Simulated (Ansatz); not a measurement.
C₂H₉InN (SMILES [CH3][In+]([CH3])<-[NH3]), charge +1, singlet, at a GFN2-xTB geometry (such geometries of metal compounds can be far from the true shape) (all electrons, no relativity); R2SCAN/STO-3G in Ansatz (an electronic-structure program).

Ansatz was given this input:
Ansatz 0.2 input:
```yaml
crystal:
  periodic: [false, false, false]
  atoms:
    - {symbol: In, position_ang: [0.01029216, 0.25808808, 0.06989038]}
    - {symbol: C, position_ang: [1.73797640, 0.84692082, -1.26039157]}
    - {symbol: H, position_ang: [2.61736320, 0.31016744, -0.90906612]}
    - {symbol: H, position_ang: [1.88244548, 1.92293075, -1.18576466]}
    - {symbol: H, position_ang: [1.47689291, 0.55587623, -2.27634374]}
    - {symbol: C, position_ang: [-1.69717134, 0.22996896, 1.54824413]}
    - {symbol: H, position_ang: [-2.56637048, -0.17166069, 1.03031352]}
    - {symbol: H, position_ang: [-1.87885657, 1.24785044, 1.88771495]}
    - {symbol: H, position_ang: [-1.40043788, -0.41034404, 2.37695452]}
    - {symbol: N, position_ang: [-0.08325956, -2.14434856, -0.57701847]}
    - {symbol: H, position_ang: [-0.74633417, -2.31444460, -1.33208764]}
    - {symbol: H, position_ang: [-0.36877472, -2.74357612, 0.19645205]}
    - {symbol: H, position_ang: [0.81774317, -2.49401433, -0.90078781]}
basis:
  gaussian:
    orbitals: STO-3G
hamiltonian:
  xc: r2scan
total_charge: 1
accuracy: high
```

What the program printed (banner, timings and long lists left out):

```
Functional definition: r2SCAN
1026 factors; integrals over basis functions are off by at most 4.3e-9 eV
mean field evaluation 1: about -158352.7668 eV, gradient 3.8e1 eV
mean field evaluation 2: about -158350.5374 eV, gradient 4.6e1 eV
mean field evaluation 4: about -158358.0778 eV, gradient 1.6e0 eV
mean field evaluation 8: about -158357.9775 eV, gradient 7.6e-2 eV
mean field evaluation 16: about -158357.9775 eV, gradient 7.0e-7 eV
mean field -158357.97747576 eV, -5819.5483333419 hartree, gradient 1.8e-8 eV, S^2 0.000000; 0 other end points of the search recorded, 0 dependent functions left out
reference -158357.97747638 eV, -5819.5483333647 hartree; 38, 38 occupied and 13, 13 virtual orbitals, 1026 factors
Total energy: -158357.97747638 eV, -5819.5483333647 hartree
```
